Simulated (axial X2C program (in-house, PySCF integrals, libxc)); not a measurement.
# Which molecule has these constants?

All values come from calculations with an axial X2C code built on PySCF integrals, spin-free (one-electron X2C) or two-component (2c: spin–orbit coupling with atomic mean-field Coulomb and Gaunt terms, which also bring small scalar terms), in Dyall basis sets with cores contracted in-house; open shells are unrestricted.

A two-component PBE0 calculation in a Dyall 3-zeta basis gave Re = 3.673 Å, ωe = 110.8 cm⁻¹, De = 0.29 eV, dipole magnitude 0.97 D, Ω = 1/2.

Question: Which molecule is it?
A. LiCa
B. NaCa
C. CaH
D. RbCa
E. CsCa

Answer: B. The others have RbCa 4.421 Å and 60.9 cm⁻¹ (Ω = 1/2); CaH 1.986 Å and 1305.5 cm⁻¹ (Ω = 1/2); LiCa 3.411 Å and 199.6 cm⁻¹ (Ω = 1/2); CsCa 4.653 Å and 54.5 cm⁻¹ (Ω = 1/2).

Each entry is the lowest single determinant of a limited PBE0 search at one distance. De goes to single-determinant-based atoms at the same level (for ions the charge split of lowest energy) and is withheld (n/a) where an atom does not fit its ground term or J level. Main or longest-lived isotopes.
